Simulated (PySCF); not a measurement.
## Electronic structure of Cd+ (cadmium, charge +1) at the r2SCAN level

Configuration: [Kr] 4d10 5p1, 2P determinant (an excited configuration). Computed with PySCF 2.14 in aug-cc-pVDZ-PP with ECP28MDF, with a scalar-relativistic core potential.

* Total energy: -167.2512 hartree
* One-electron energy: -289.7042 hartree
* Hartree (Coulomb) energy: 137.7056 hartree
* Exchange-correlation energy: -15.2526 hartree
* ⟨S²⟩: 0.7529
* ⟨L²⟩: 2.009
* Sum of ⟨r⟩: 23.73 bohr
* Sum of ⟨r²⟩: 40.26 bohr²
* Traceless quadrupole moment −½Σ⟨3z² − r²⟩ along its main axis: -5.17 e·bohr²

```
shell  electrons  mean orbital energy (eV)  spread (eV)  rms radius, mean of both spins (bohr)
 4s α          1                   -121.94            0                                  0.942
 4s β          1                   -121.92            0                                  0.942
 4p α          3                   -80.525        0.304                                   1.03
 4p β          3                   -80.514        0.347                                   1.03
 4d α          5                   -22.273        0.268                                   1.38
 4d β          5                   -22.171        0.457                                   1.38
 5p α          1                    -8.846            0                                   3.60
```

Energies and moments cover only the electrons outside the core potential.
